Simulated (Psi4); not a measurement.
CH₃S (SMILES [CH2]S), doublet, at a GFN2-xTB geometry; MP2/6-311+G(2d,p) run with Psi4.

Input for Psi4:
```
memory 2 GB

molecule mol {
0 2
  C     0.081337    1.122037   -0.125507
  S    -0.072916   -0.562038    0.133098
  H     0.801812   -0.957823   -0.794812
  H    -0.532767    1.739243    0.497872
  H     0.409589    1.478970   -1.079581
}

set basis 6-311+g(2d,p)
set reference uhf
set freeze_core true

energy('mp2')
print_variables()
```

Q: Predict the main parts of the log of this Psi4 run.

A: 
```
    SCF Algorithm Type (re)set to DF.

   => Loading Basis Set <=

    Name: 6-311+G(2D,P)
    Role: ORBITAL
    Keyword: BASIS

         ---------------------------------------------------------
                                   SCF
               by Justin Turney, Rob Parrish, Andy Simmonett
                          and Daniel G. A. Smith
                              UHF Reference
         ---------------------------------------------------------

  ==> Geometry <==

    Molecular point group: c1
    Full point group: C1

    Geometry (in Angstrom), charge = 0, multiplicity = 2:

       Center              X                  Y                   Z               Mass
    ------------   -----------------  -----------------  -----------------  -----------------
         C            0.095621060131     1.169424412017    -0.154489372077    12.000000000000
         S           -0.058631939869    -0.514650587983     0.104115627923    31.972071174400
         H            0.816096060131    -0.910435587983    -0.823794372077     1.007825032230
         H           -0.518482939869     1.786630412017     0.468889627923     1.007825032230
         H            0.423873060131     1.526357412017    -1.108563372077     1.007825032230

  Running in c1 symmetry.

  Rotational constants: A =      4.81843  B =      0.52677  C =      0.47758 [cm^-1]
  Rotational constants: A = 144452.93968  B =  15792.30093  C =  14317.38363 [MHz]
  Nuclear repulsion =   51.067243488686351

  Charge       = 0
  Multiplicity = 2
  Electrons    = 25
  Nalpha       = 13
  Nbeta        = 12

  ==> Algorithm <==

  SCF Algorithm Type is DF.
  DIIS enabled.
  MOM disabled.
  Fractional occupation disabled.
  Guess Type is SAD.
  Energy threshold   = 1.00e-08
  Density threshold  = 1.00e-08
  Integral threshold = 1.00e-12

  ==> Primary Basis <==

  Basis Set: 6-311+G(2D,P)
    Blend: 6-311+G(2D,P)
    Number of shells: 38
    Number of basis functions: 80
    Number of Cartesian functions: 84
    Spherical Harmonics?: true
    Max angular momentum: 2

   => Loading Basis Set <=

    Name: (6-311+G(2D,P) AUX)
    Role: JKFIT
    Keyword: DF_BASIS_SCF

  ==> Integral Setup <==

  SCF_SUBTYPE=INCORE selected. In-core MEM_DF algorithm will be used.
  Using in-core AOs.

  ==> MemDFJK: Density-Fitted J/K Matrices <==

    J tasked:                   Yes
    K tasked:                   Yes
    wK tasked:                   No
    Algorithm:                 Core
    Schwarz Cutoff:           1E-12
    Mask sparsity (%):       0.0000
    Fitting Condition:        1E-10

   => Auxiliary Basis Set <=

  Basis Set: (6-311+G(2D,P) AUX)
    Blend: HEAVY-AUG-CC-PVTZ-JKFIT
    Number of shells: 102
    Number of basis functions: 340
    Number of Cartesian functions: 416
    Spherical Harmonics?: true
    Max angular momentum: 4

  Minimum eigenvalue in the overlap matrix is 6.4526601736E-04.
  Reciprocal condition number of the overlap matrix is 9.7599895449E-05.
    Using symmetric orthogonalization.

  ==> Pre-Iterations <==

  SCF Guess: Superposition of Atomic Densities via on-the-fly atomic UHF (no occupation information).

   -------------------------
    Irrep   Nso     Nmo
   -------------------------
     A         80      80
   -------------------------
    Total      80      80
   -------------------------

  ==> Iterations <==

                           Total Energy        Delta E     RMS |[F,P]|

   @DF-UHF iter SAD:  -436.64709572529551   -4.36647e+02   0.00000e+00
   @DF-UHF iter   1:  -437.03713944921316   -3.90044e-01   4.27430e-03 ADIIS/DIIS
   @DF-UHF iter   2:  -437.09579505839258   -5.86556e-02   1.99485e-03 ADIIS/DIIS
   @DF-UHF iter   3:  -437.11112273692078   -1.53277e-02   5.76076e-04 ADIIS/DIIS
   @DF-UHF iter   4:  -437.11482327593029   -3.70054e-03   3.07403e-04 ADIIS/DIIS
   @DF-UHF iter   5:  -437.11627006743248   -1.44679e-03   1.54859e-04 ADIIS/DIIS
   @DF-UHF iter   6:  -437.11684505149805   -5.74984e-04   6.17144e-05 DIIS
[...]

    Alpha Virtual:

[...]
      80A    192.371788

    Beta Occupied:

[...]
    Beta Virtual:

[...]
    Final Occupation by Irrep:
              A
    DOCC [    12 ]
    SOCC [     1 ]
    NA   [    13 ]
    NB   [    12 ]

  @DF-UHF Final Energy:  -437.11692829219197

   => Energetics <=

    Nuclear Repulsion Energy =             51.0672434886863513
    One-Electron Energy =                -703.7585491623776761
    Two-Electron Energy =                 215.5743773814993745
    Total Energy =                       -437.1169282921919148

  UHF NO Occupations:
  HONO-2 :   11  A 1.9971851
  HONO-1 :   12  A 1.9953919
  HONO-0 :   13  A 1.0000000
  LUNO+0 :   14  A 0.0046081
  LUNO+1 :   15  A 0.0028149
  LUNO+2 :   16  A 0.0010750
  LUNO+3 :   17  A 0.0007345

Computation Completed

Properties will be evaluated at   0.000000,   0.000000,   0.000000 [a0]

Properties computed using the SCF density matrix

 Multipole Moments:

 ------------------------------------------------------------------------------------
     Multipole            Electronic (a.u.)      Nuclear  (a.u.)        Total (a.u.)
 ------------------------------------------------------------------------------------

 L = 1.  Multiply by 2.5417464519 to convert [e a0] to [Debye]
 Dipole X            :         -0.5241216            0.6748240            0.1507025
 Dipole Y            :         -2.0159741            2.2387383            0.2227642
 Dipole Z            :          1.0019235           -1.3692092           -0.3672857
 Magnitude           :                                                    0.4552295

 ------------------------------------------------------------------------------------

  //>>>>>>>>>>>>>>>>>>>>>>>>>>>>>>>>>>>//
  //               DFMP2               //
  //<<<<<<<<<<<<<<<<<<<<<<<<<<<<<<<<<<<//

   => Loading Basis Set <=

    Name: (6-311+G(2D,P) AUX)
    Role: RIFIT
    Keyword: DF_BASIS_MP2

	 --------------------------------------------------------
	                          DF-MP2
	      2nd-Order Density-Fitted Moller-Plesset Theory

	        Rob Parrish, Justin Turney, Andy Simmonett,
	           Ed Hohenstein, and C. David Sherrill
	 --------------------------------------------------------

	 --------------------------------------------------------
	                 NBF =    80, NAUX =   343
	 --------------------------------------------------------
	   CLASS    FOCC     OCC    AOCC    AVIR     VIR    FVIR
	   ALPHA       6      13       7      67      67       0
	    BETA       6      12       6      68      68       0
	 --------------------------------------------------------

	-----------------------------------------------------------
	 ==================> DF-MP2 Energies <====================
	-----------------------------------------------------------
	 Reference Energy          =    -437.1169282921919717 [Eh]
	 Singles Energy            =      -0.0000000000000000 [Eh]
	 Same-Spin Energy          =      -0.0665264142600923 [Eh]
	 Opposite-Spin Energy      =      -0.2170172735150671 [Eh]
	 Correlation Energy        =      -0.2835436877751595 [Eh]
	 Total Energy              =    -437.4004719799671079 [Eh]
	-----------------------------------------------------------
	 ================> DF-SCS-MP2 Energies <==================
	-----------------------------------------------------------
	 SCS Same-Spin Scale       =       0.3333333333333333 [-]
	 SCS Opposite-Spin Scale   =       1.2000000000000000 [-]
	 SCS Same-Spin Energy      =      -0.0221754714200308 [Eh]
	 SCS Opposite-Spin Energy  =      -0.2604207282180805 [Eh]
	 SCS Correlation Energy    =      -0.2825961996381113 [Eh]
	 SCS Total Energy          =    -437.3995244918301069 [Eh]
	-----------------------------------------------------------

  Variable Map:
  ----------------------------------------------------------------------------
[...]
  Array Variable Map:
  ----------------------------------------------------------------------------
[...]
[...]
```
